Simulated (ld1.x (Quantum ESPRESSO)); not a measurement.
**krypton: one change to a TM potential, before and after**

krypton (Kr), norm-conserving Troullier–Martins (Kleinman–Bylander form), made with ld1.x (Quantum ESPRESSO) 7.5 (PBE, scalar-relativistic). Core [Ar] 3d10, reference 4s2 4p5 (charge +1). Waves: 4s (bound): rc 1.40 bohr; 4p (bound): rc 1.20 bohr. Local part: the p channel. Core correction: a·sin(br)/r model core, default radius (core density twice the valence density).

Change: wave 4p (bound): rc 1.20 bohr becomes 4p (bound): rc 1.68 bohr.

Cutoffs: the cutoffs (Ry, on a coarse ladder) from which the occupation-weighted sum of valence levels, in a spherical-Bessel basis at the reference potential, stays within 10 and 1 mRy of its value at 400 Ry; they do not see the model core or the augmentation charge, which bear on the density cutoff. Errors are all-electron minus pseudo energies relative to the spin-unpolarised reference configuration.

How do hardness, ghosts and transferability respond?

The potential gets softer (80 Ry and 160 Ry → 50 Ry and 80 Ry); of the 6 tests that both files solve, the error grows in 4 and shrinks in 1 by more than 15 % and 0.3 meV (median size 2.0 → 4.6 meV); neither file shows a bound ghost. A larger radius leaves more room for a smooth pseudo-wave, so fewer plane waves are needed.

| quantity | base | changed |
| --- | --- | --- |
| cutoff, loose | 80 Ry | 50 Ry |
| cutoff, tight | 160 Ry | 80 Ry |
| loose cutoff by channel (10 mRy a level) | s 40 Ry, p 60 Ry | s 40 Ry, p 21 Ry |
| bound ghosts | none | none |
| error for 4s2 4p6, meV [ΔE -14.29 eV] | +5.4 | +4.4 |
| error for 4s2 4p4, meV [ΔE 25.18 eV] | -1.0 | -3.5 |
| error for 4s2 4p3, meV [ΔE 62.25 eV] | -0.7 | -10 |
| error for 4s2 4p2, meV [ΔE 112.06 eV] | -14 | -33 |
| error for 4s1 4p6, meV [ΔE 14.51 eV] | -1.8 | -4.8 |
| error for 4s2 4p5.5, meV [ΔE -8.43 eV] | +2.3 | +2.0 |
